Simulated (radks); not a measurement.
Values are calculated unless marked as measured or tabulated.
Polarisability of the calcium ion Ca+, [Ar] 4s1, at imaginary frequency. Level of theory: scalar-relativistic Kohn-Sham, LB94 model potential, spin-polarised, spherical densities, finite nucleus; open shells are filled with parallel spins first; Fermi nuclear charge, rms radius 3.4776 fm (a radial shooting solver on a logarithmic mesh with Libxc functionals). Response by self-consistent Sternheimer equations with the Hartree and adiabatic LDA kernel, the relativistic mass of each level held fixed and spin-orbit coupling left out.

| w (hartree) | alpha1(iw) (bohr^3) | alpha2(iw) (bohr^5) |
|---|---|---|
| 0.00266 | 58.17 | 206.0 |
| 0.0143 | 57.55 | 213.9 |
| 0.0360 | 54.34 | 245.3 |
| 0.0697 | 46.10 | 283.0 |
| 0.118 | 33.61 | 284.5 |
| 0.186 | 21.55 | 241.8 |
| 0.280 | 13.12 | 175.8 |
| 0.413 | 8.128 | 112.2 |
| 0.605 | 5.261 | 65.17 |
| 0.892 | 3.462 | 35.61 |
| 1.35 | 2.159 | 18.49 |
| 2.12 | 1.172 | 8.860 |
| 3.59 | 0.5171 | 3.605 |
| 6.94 | 0.1742 | 1.076 |
| 17.5 | 0.03805 | 0.1792 |

Static values: alpha1 = 58.19 bohr^3 (8.623 angstrom^3; uncoupled 73.01), alpha2 = 205.7 bohr^5, alpha3 = 6804 bohr^7. C6 = 373.4, C8 = 12890, triple-dipole C9 = 15470 atomic units. One-pole (London) frequency 4 C6 / (3 alpha1^2) = 0.147 hartree, against 0.470 for minus the highest occupied eigenvalue.
